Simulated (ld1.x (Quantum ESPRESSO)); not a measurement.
**Ti (Z = 22): excitation energies, all-electron against PAW**

titanium, PAW, made with ld1.x (Quantum ESPRESSO) 7.5 (PBE, fully relativistic). Core [Ne], reference 3s2 3p6 3d3 4s1 4p0. Waves: 3s (bound): rcut 1.35, rcutus 1.50 bohr; 4s (bound): rcut 1.35, rcutus 1.50 bohr; 3p (bound): rcut 1.50, rcutus 1.70 bohr; 4p (bound, empty): rcut 1.50, rcutus 1.70 bohr; 3d (bound): rcut 1.85, rcutus 2.05 bohr; 3d channel at 0.2 Ry: rcut 1.85, rcutus 2.05 bohr; 4f channel at 0.15 Ry: rcut 1.70, rcutus 2.25 bohr; 4f channel at 1.3 Ry: rcut 1.70, rcutus 2.25 bohr. Local part: all-electron potential smoothed inside 1.15 bohr (lloc = -1). Core correction: a·sin(br)/r model core inside 1.45 bohr. Augmentation charge: BESSEL, radius 1.00 bohr.

Open shells are filled in proportion to 2j + 1 (rel_dist='average').

Energies are relative to the spin-unpolarised reference configuration 3s2 3p6 3d3 4s1 4p0; without spin polarisation the order of configurations can differ from experiment.

```
valence configuration  charge  ΔE all-electron (eV)  error AE − PS (meV)
  3s2 3p6 3d2 4s1 4p0      +1                 6.241                 -0.2
  3s2 3p6 3d2 4s0 4p0      +2                19.813                 -0.2
  3s2 3p6 3d0 4s0 4p0      +4                90.046                  -28
  3s2 3p6 3d2 4s0 4p1      +1                10.017                 +1.7
  3s2 3p6 3d2 4s0 4p2       0                 5.181                 +2.2
```

Q: What are ΔE and the potential's error for 3s2 3p6 3d2 4s2 4p0?

A: ΔE = -1.106 eV all-electron; the error (AE − PS) is -0.1 meV.

Q: What are ΔE and the potential's error for 3s2 3p6 3d3 4s0 4p0?

A: ΔE = 6.289 eV all-electron; the error (AE − PS) is 0.0 meV.

The ghost test of this file was not conclusive.
